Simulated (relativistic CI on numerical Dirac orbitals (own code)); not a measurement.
Br VI: calculation against measurement

Computed by Dirac-Coulomb-Breit CI, KLI orbitals optimised for each configuration, model QED, valence Slater integrals scaled by 0.9, configuration energies shifted to the measured levels that pair with them (semi-empirical) (own radial code, finite nucleus).

Configurations in the expansion (outside the closed core [Ar]): 3d10.4s2, 3d10.4s.4p, 3d10.4p2, 3d10.4s.4d, 3d10.4s.4f, 3d10.4d2, 3d10.4p.4d, 3d10.4s.5s, 3d10.4s.5p, 3d10.4f2, 3d10.4p.4f, 3d10.4s.5d, 3d10.4s.6s, 3d10.4p.5s, 3d10.4s.6p, 3d10.4s.5f, 3d10.4s.5g, 3d10.4s.6d, 3d9.4s.4p2, 3d10.4d.4f, 3d10.4s.6f, 3d8.4s2.4p2, 3d9.4s2.4p, 3d10.4d.5s, 3d9.4s.4p.4d, 3d10.5s2. Levels of other configurations are missing.

| Configuration | Term (tabulated) | J | Measured (cm⁻¹) | Computed | Error | Purity (%) |
| --- | --- | --- | --- | --- | --- | --- |
| 3d10.4s2 | 1S | 0 | 0.0 | 0 | 0 | 98 |
| 3d10.4s.4p | 3P° | 0 | 104316.0 | 104341 | 25 | 100 |
| 3d10.4s.4p | 3P° | 1 | 106431.0 | 106406 | -25 | 99 |
| 3d10.4s.4p | 3P° | 2 | 111336.0 | 111124 | -212 | 100 |
| 3d10.4s.4p | 1P° | 1 | 151274.0 | 154206 | 2932 | 97 |
| 3d10.4p2 | 3P | 0 | 244136.0 | 244324 | 188 | 98 |
| 3d10.4p2 | 3P | 1 | 247406.0 | 247406 | 0 | 100 |
| 3d10.4p2 | 3P | 2 | 253892.0 | 253424 | -468 | 77 |
| 3d10.4s.4d | 3D | 1 | 304648.0 | 304665 | 17 | 100 |
| 3d10.4s.4d | 3D | 2 | 304967.0 | 304967 | 0 | 100 |
| 3d10.4s.4d | 3D | 3 | 305451.0 | 305435 | -16 | 100 |

Measured levels from Moore, Atomic Energy Levels, vol. II, NSRDS-NBS 35 (1971 reprint of NBS Circular 467, 1952); pairs were made by configuration, J and term (by order where the table uses no LS term), so strongly mixed levels may be paired wrongly. The analysis dates from before 1960.

Mean error by configuration (cm⁻¹): 3d10.4s.4p 680; 3d10.4p2 -93; 3d10.4s.4d 0. Over the excited levels the mean absolute error is 388 cm⁻¹ (10 of the 10 excited levels that our extract of the source holds in range could be paired), and the median relative error of those above 1,000 cm⁻¹ is 0.024 %, both after the shifts were fitted to these levels, so that a configuration with one level shows no error.

Configurations whose levels could be paired with our table of measured levels were shifted onto them, all but the ground configuration, by the median error of their levels; single terms can still be off by 1,000 to 2,000 cm⁻¹ or more, and rates follow the energies as ν³ (E1, M1) or ν⁵ (E2). The others borrow a shift and can be off by several thousand cm⁻¹ or more. 10 of the 10 excited levels that our extract of the measured tables holds in this range could be paired (the sources list more); they are missed by 388 cm⁻¹ on average and 2932 at most, after the shifts were fitted to these levels, and levels without a partner can miss by more.

Shifts applied (cm⁻¹): 3d10.4s2 0; 3d10.4s.4p 3748; 3d10.4p2 2541; 3d10.4s.4d 2893.
